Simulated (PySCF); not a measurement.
# How methods differ on the excitation energy of Yb

Yb [Xe] 4f14 6s2 (1S) → Yb [Xe] 4f14 5d1 6s1 (3D), as a difference of total energies. Computed with PySCF 2.14 in cc-pVDZ-X2C (8s7p5d3f1g, 84 functions), with the spin-free X2C one-electron Hamiltonian (Gaussian nucleus). Correlated levels: valence: [Kr] 4d10 frozen; valence and next inner shell: [Ar] 3d10 frozen. The calculations carry no spin-orbit coupling.

```tsv
method	excitation energy (cm⁻¹)
UHF	22493
LDA	23312
PBE	22107
PBE0	22486
BLYP	23482
M06-L	25115
revPBE	21470
MP2 (valence)	26225
SCS-MP2 (valence)	27719
MP2 (valence and next inner shell)	26357
```

**Question.** Estimate what r2SCAN gives.

**Answer.** 19586 cm⁻¹, closest to revPBE among the rows shown.

**Question.** Estimate what SCS-MP2 (valence and next inner shell) gives.

**Answer.** 27836 cm⁻¹, closest to SCS-MP2 (valence) among the rows shown.

Errors of the correlated levels include the incompleteness of this basis and the frozen core.

For comparison: 24942 cm⁻¹ (measured; NIST levels, between the centres of gravity of the two terms).
